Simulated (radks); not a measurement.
The numbers below are computed, except where a source is named.
Numerical settings for the cadmium ion Cd2+, [Kr] 4d10. Level of theory: scalar-relativistic Kohn-Sham, BLYP, spin-polarised, spherical densities, finite nucleus; Fermi nuclear charge, rms radius 4.6087 fm (a radial shooting solver on a logarithmic mesh with Libxc functionals). The defaults (mesh step 0.008 in ln r, mesh end at 40 bohr or more with all orbitals vanishing there, Anderson mixing 0.5 over 9 steps, residual threshold near 1e-9 with the energy settled to 1e-9 hartree or 1e-11 of itself, here a cap of 76 iterations) give E = -5594.1476 hartree and 4d at -30.350 eV in 17 iterations. Run on one thread of a shared host, so times are rough (Intel(R) Xeon(R) 6975P-C): 0.16 s of CPU time, 0.16 s wall, 17 iterations on 2198 mesh points. Changes against that run (0 stands for a change within the tolerance of the run):

| setting | iterations | converged | E (mhartree) | e(4d) (meV) | CPU (s) |
|---|---|---|---|---|---|
| mesh step in ln r 0.08 | 4 | no | diverged | - | 0.02 |
| mesh step in ln r 0.005 | 18 | yes | 0 | 0 | 0.26 |
| mesh step in ln r 0.003 | 34 | yes | 0 | 0 | 0.65 |
| mesh end (bohr) 1 | 76 | no | +1.18e+05 | +2.95e+05 | 0.92 |
| mesh end (bohr) 400 | 17 | yes | 0 | 0 | 0.16 |
| residual threshold 1e-05 | 12 | yes | 0 | +0.114 | 0.13 |
| residual threshold 1e-16 | 76 | no | 0 | 0 | 0.36 |
| mixing 2.5 | 31 | yes | 0 | 0 | 0.25 |
| linear mixing, mixing 0.5 | 76 | no | 0 | 0 | 0.38 |
| linear mixing, mixing 0.8 | 22 | no | diverged | - | 0.27 |
| mixing history 3 | 22 | yes | 0 | 0 | 0.19 |
| iteration cap 2 | 2 | no | +1.29e+03 | -2.73e+04 | 0.03 |

No run marked as converged misses the energy by more than 1 mhartree. A mesh that ends early acts as a hard wall.
